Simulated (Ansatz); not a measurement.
Mulliken charges of CH₅BTe (`B[Te]C`) from PBE/def2-TZVPP in Ansatz (PBE0-D4/def2-TZVP geometry).

| atom | x (Å) | y (Å) | z (Å) | charge (e) |
| --- | --- | --- | --- | --- |
| B1 | -0.692 | 1.298 | -1.022 | -0.227 |
| Te2 | -0.670 | 0.704 | 0.977 | 0.213 |
| C3 | 0.565 | -1.038 | 0.803 | -0.452 |
| H4 | -0.095 | 0.661 | -1.835 | 0.025 |
| H5 | -1.314 | 2.278 | -1.294 | 0.025 |
| H6 | 1.454 | -0.905 | 1.417 | 0.139 |
| H7 | 0.840 | -1.148 | -0.243 | 0.138 |
| H8 | 0.003 | -1.906 | 1.142 | 0.139 |

Q: By hand: the dipole of these point charges (1 e Å = 4.8032 D).

A: Σ q r = (0.042, -0.151, 0.321) e Å, of length 0.357 e Å = 1.71 D.

Q: How does the dipole of the full density compare? (Best estimate.)

A: Ansatz gave: (0.140, -0.249, 0.163) e Å, 1.58 D; the point charges give 1.08 times that, at 35° from its direction.

Point charges leave out the atoms' own dipoles, such as those of lone pairs, and Mulliken's split depends on the basis, so the two needn't agree.
